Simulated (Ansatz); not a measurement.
Cd7H20S7. The state is a triplet with charge 0. Geometry r2SCAN-D4/def2-SVP, that of the neutral singlet; atoms count from 1.

```xyz
34

Cd   -2.892   -0.238   -2.260
Cd   -0.508    0.494    1.833
Cd   -0.956    2.614   -2.326
Cd   -2.028   -3.107    1.070
Cd    0.132   -3.515   -1.192
Cd    2.698   -0.610   -0.179
Cd    1.267    0.706   -3.549
S    -1.209   -1.022    4.366
S    -2.476   -0.505    0.469
S    -0.438   -1.341   -2.616
S     1.588    4.441    1.039
S     3.336    1.001    2.172
S     0.837    1.104   -0.689
S     0.687   -1.896    1.114
H    -2.430    1.548   -2.320
H    -4.223   -1.134   -2.801
H    -0.023    1.870    2.702
H    -0.615    4.176   -1.731
H    -2.522   -3.484    2.649
H    -1.658   -3.733   -0.569
H     1.348   -4.612   -1.583
H     4.113   -1.345   -0.700
H    -0.081    1.847   -3.877
H     2.809    0.123   -3.869
H    -2.382   -0.403    4.625
H    -1.822   -2.091    3.780
H    -3.610   -0.157    1.117
H    -0.688   -2.032   -3.752
H     0.672    3.787    1.797
H     0.761    4.462   -0.040
H     2.909    2.199    1.688
H     4.621    1.233    1.818
H     1.464    2.232   -0.259
H     1.320   -2.612    2.071
```

In the def2 sets Cd takes a core potential; there is no spin–orbit coupling. Single mean-field runs in def2-TZVP are fitted with def2-universal-jkfit. In the triplet geometry the species has come apart into loosely held pieces. At PBE0-D4/def2-TZVP a singlet of charge 0 lies 4.90 eV below the triplet at the same geometry.

Estimate the Mulliken populations of the heavy atoms from the PBE0/def2-TZVP orbitals of Ansatz.


| atom | charge (e) | spin (α − β) | d electrons |
| --- | --- | --- | --- |
| Cd1 | 0.40 | 0.03 | 9.97 |
| Cd2 | 0.26 | 0.69 | 9.95 |
| Cd3 | 0.36 | 0.01 | 9.97 |
| Cd4 | 0.47 | -0.02 | 9.97 |
| Cd5 | 0.42 | 0.05 | 9.98 |
| Cd6 | 0.58 | -0.02 | 9.98 |
| Cd7 | 0.37 | 0.06 | 9.96 |
| S8 | -0.24 | 0.14 | – |
| S9 | -0.57 | 0.06 | – |
| S10 | -0.64 | 0.00 | – |
| S11 | -0.34 | 0.02 | – |
| S12 | -0.31 | 0.01 | – |
| S13 | -0.56 | 0.23 | – |
| S14 | -0.64 | 0.01 | – |
Mulliken values depend strongly on the basis.

Where does the spin sit?

Summed by element: Cd 0.79, S 0.46, H 0.74, of 2 unpaired in all. Largest on single atoms: Cd2 0.69, H17 0.62, S13 0.23.

And the Mayer bond orders between heavy atoms (over 0.3)?

Cd1–S10 0.33 (2.71 Å); Cd2–S9 0.32 (2.59 Å); Cd4–S9 0.35 (2.71 Å); Cd5–S10 0.37 (2.66 Å); Cd6–S13 0.38 (2.58 Å); Cd6–S14 0.33 (2.71 Å).
